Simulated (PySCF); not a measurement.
## Spectroscopy problems

[PySCF 2.14: NMR shieldings at PBE0/pcSseg-1/GIAO; GFN2-xTB geometry; J couplings at B3LYP/pcJ-1 (spin–dipole term left out of most H,H and C,H couplings); a single conformation; no solvent model; one averaged value for each set of equivalent atoms; non-relativistic Hamiltonian]

Shifts are taken against calculated references (same method and geometry level): 1H (31.72 ppm) and 13C (186.93 ppm) vs TMS. Multiplet labels drop J under 1 Hz and among equivalent protons, and merge close values. Unscaled 3J(H,H) run several per cent high. Where no couplings were computed, multiplicities follow the n + 1 count of equivalent neighbours, and m marks all less simple cases (inequivalent or close neighbours, rings, F or P nearby). Shifts are as computed. Against solution values, carbons near 30 ppm lie about +3 ppm off and those near 130 ppm about +5 ppm. Of 1211 compounds with measured shifts, 218 miss one by over three times the rms of a fit or turn the order of signals round; such compounds aren't used in these exercises.

Task: C6H9N. 1H NMR (600 MHz, computed): δ 6.09 (m, 1H), 6.07 (m, 1H), 2.38 (sept, 1H), 1.24 (d, 6H). 13C{1H} NMR (computed): δ 139.4 (C), 136.1 (CH2), 122.5 (C), 41.2 (CH), 24.0 (CH3). Identify the compound.

Result: `N#CC(=C)C(C)C`. The formula gives 3 degrees of unsaturation (no ring in the answer). 5 carbon signals for 6 carbons: some carbons are equivalent by symmetry or fast rotation. Carbon types of the structure: 2 × C, 1 × CH, 1 × CH2, 2 × CH3, which accounts for all hydrogens. δC 139.4: fully substituted alkene carbon; an sp2 carbon of a C=C bond. δC 136.1: terminal =CH2 carbon; an sp2 carbon of a C=C bond. δC 122.5: nitrile carbon; C≡N carbons fall here, among the sp2 signals but without a proton. δC 24.0: methyl carbon; saturated and bonded to C and H only.

This is the structure that produced the data.

Task: C4H9NOSi2. 1H NMR (400 MHz, computed): δ 7.49 (m, 1H), 7.27 (m, 1H), 4.16 (m, 2H), 3.87 (t, 3H), 2.38 (t, 2H). 13C{1H} NMR (computed): δ 172.3 (C), 142.5 (CH), 134.1 (CH), 11.9 (CH2). What is it?

Result: `[SiH3][SiH2]Cc1ncco1`. Rings plus π bonds: 3 (1 ring in the answer). 4 carbon signals for 4 carbons: no two carbons are equivalent. Carbon types of the structure: 1 × C, 2 × CH, 1 × CH2, leaving 5 H on heteroatoms. δC 172.3: substituted aromatic carbon next to the ring oxygen. δC 142.5: aromatic CH next to the ring oxygen. δC 134.1: aromatic CH next to a ring nitrogen. δH 7.27: hydrogen on an aromatic CH next to a ring nitrogen; the ring current deshields protons in the ring plane.

This is the structure that produced the data.

Task: C4H4N2O2. 1H NMR (500 MHz, computed): δ 10.18 (s, 1H), 2.83 (s, 3H). 13C{1H} NMR (computed): δ 182.9 (CH), 172.3 (C), 171.6 (C), 13.8 (CH3). Identify the compound.

Result: `C(c1nnc(C)o1)=O`. Rings plus π bonds: 4 (1 ring in the answer). 4 carbon signals for 4 carbons: no two carbons are equivalent. Carbon types of the structure: 2 × C, 1 × CH, 1 × CH3, which accounts for all hydrogens. δC 182.9: aldehyde carbonyl carbon; the double bond to the heteroatom, with no lone-pair donor beside it, deshields it most. δC 172.3, 171.6: substituted aromatic carbon next to the ring oxygen. δC 13.8: methyl carbon on an aromatic ring; aliphatic region, no heteroatom directly attached. δH 10.18: hydrogen on an aldehyde carbonyl carbon; deshielded by the polar, anisotropic C=O bond.

This is the structure that produced the data.
